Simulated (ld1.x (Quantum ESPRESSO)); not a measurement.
# Pseudopotential generation for oxygen (O): ultrasoft, BLYP, non-relativistic.

- Element: oxygen (O)
- Generator: ld1.x (Quantum ESPRESSO) 7.5
- Type: ultrasoft
- Functional: BLYP
- Relativity: non-relativistic
- Frozen core: [He]
- Valence charge: 6
- Reference configuration: 2s2 2p4
- Partial waves: 2s (bound): rcut 0.70, rcutus 0.80 bohr; 2s channel at -1.45 Ry: rcut 0.70, rcutus 0.80 bohr; 2p (bound): rcut 0.90, rcutus 1.15 bohr; 2p channel at -0.35 Ry: rcut 0.90, rcutus 1.15 bohr; 3d channel at -0.05 Ry: rcut 0.85, rcutus 0.95 bohr
- Local potential: all-electron potential smoothed inside 1.05 bohr (lloc = -2)
- Core correction: a·sin(br)/r model core inside 0.75 bohr
- Augmentation charge: built from norm-conserving waves at rcut, not smoothed further

Task: Estimate the cutoffs (Ry, on a coarse ladder) from which the occupation-weighted sum of valence levels, in a spherical-Bessel basis at the reference potential, stays within 10 and 1 mRy of its value at 400 Ry.

Result: 55 Ry and 100 Ry.

Task: Does the potential have ghost states?

Result: No extra level below or beside the all-electron valence levels (s, p, d, f tested).

Task: Is the overlap operator S = 1 + Σ q|β⟩⟨β| positive definite (Bessel basis up to 400 Ry)?

Result: Yes: its lowest eigenvalue is 0.67 (s channel).

Task: Tests: 2s2 2p3; 2s2 2p2; 2s2 2p1; 2s2 2p0; 2s1 2p4; 2s1 2p5; 2s0 2p6. Which has the largest error in its energy relative to the reference configuration, and how large is it?

Result: 2s2 2p0, with +630 meV (all-electron minus pseudo) on +181.02 eV.
